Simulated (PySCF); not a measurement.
B(OH)(NH2)(NMe2) (C2H9BN2O), SMILES CN(C)B(N)O. Atoms are numbered in the order given.

```xyz
15

B     -0.4341    -0.1114    -0.6522
O     -0.5857    -1.3529    -1.2519
H     -0.3467    -2.0785    -0.6697
N     -1.0963     0.9836    -1.2814
H     -1.6397     0.8228    -2.1188
H     -0.8503     1.9509    -1.1315
N      0.3323     0.0569     0.5535
C      1.2801    -0.9205     1.0344
C      0.3050     1.2775     1.3253
H      2.2948    -0.4875     1.1302
H      1.0023    -1.3244     2.0282
H      1.3635    -1.7644     0.3333
H      0.2129     1.0587     2.4058
H      1.2210     1.8886     1.1928
H     -0.5641     1.8887     1.0437
```

Geometry optimised at ωB97X-D3(BJ)/def2-SVP. Other conformers were not sampled.

The numbers are results of ωB97X-D3(BJ)/def2-SVP (PySCF), not measurements.

No scaling factor is applied to the harmonic values.

| mode | ν (cm⁻¹) | IR (km/mol) | moving atoms (share of kinetic energy) |
|---|---|---|---|
| 1 | 101 | 1.1 | H 39 %, N 32 %, C 22 % |
| 2 | 112 | 0.4 | H 51 %, N 18 %, O 16 %, C 15 % |
| 3 | 189 | 0.3 | H 95 % |
| 4 | 225 | 4.7 | H 37 %, N 35 %, C 17 % |
| 5 | 276 | 50.2 | H 54 %, N 20 %, C 16 % |
| 6 | 318 | 97.2 | H 70 %, N 13 %, O 9 % |
| 7 | 367 | 70.9 | H 48 %, C 23 %, O 15 %, N 14 % |
| 8 | 414 | 74.6 | H 77 %, O 10 % |
| 9 | 430 | 17.9 | H 45 %, C 21 %, O 14 %, N 13 % |
| 10 | 472 | 6.5 | H 29 %, N 29 %, C 18 %, O 17 %, B 8 % |
| 11 | 495 | 5.1 | H 91 % |
| 12 | 649 | 46.1 | B 75 %, N 12 % |
| 13 | 721 | 6.9 | C 32 %, N 24 %, H 22 %, O 15 % |
| 14 | 898 | 1.8 | H 56 %, N 23 %, O 19 % |
| 15 | 984 | 105.5 | H 70 %, N 13 % |
| 16 | 1056 | 32.7 | H 54 %, C 26 %, N 14 % |
| 17 | 1095 | 3.0 | H 76 %, C 23 % |
| 18 | 1127 | 0.4 | H 80 %, C 20 % |
| 19 | 1177 | 4.8 | H 69 %, C 19 %, N 11 % |
| 20 | 1251 | 151.1 | H 36 %, B 27 %, N 15 %, C 13 %, O 9 % |
| 21 | 1294 | 13.0 | N 56 %, C 25 %, H 11 % |
| 22 | 1405 | 140.7 | B 46 %, H 39 %, N 9 % |
| 23 | 1451 | 58.7 | H 69 %, C 16 %, B 12 % |
| 24 | 1458 | 170.8 | H 56 %, C 18 %, N 14 %, B 12 % |
| 25 | 1469 | 1.7 | H 92 % |
| 26 | 1483 | 18.0 | H 90 % |
| 27 | 1485 | 37.4 | H 90 % |
| 28 | 1495 | 18.0 | H 95 % |
| 29 | 1552 | 193.6 | H 57 %, N 23 %, B 18 % |
| 30 | 1605 | 303.9 | H 63 %, N 21 %, B 15 % |
| 31 | 3005 | 65.2 | H 96 % |
| 32 | 3013 | 88.7 | H 96 % |
| 33 | 3067 | 86.8 | H 91 %, C 9 % |
| 34 | 3075 | 11.3 | H 91 %, C 9 % |
| 35 | 3154 | 26.5 | H 91 %, C 9 % |
| 36 | 3170 | 16.3 | H 91 %, C 9 % |
| 37 | 3664 | 39.8 | H 96 % |
| 38 | 3771 | 28.3 | H 91 %, N 9 % |
| 39 | 3954 | 51.1 | H 94 % |
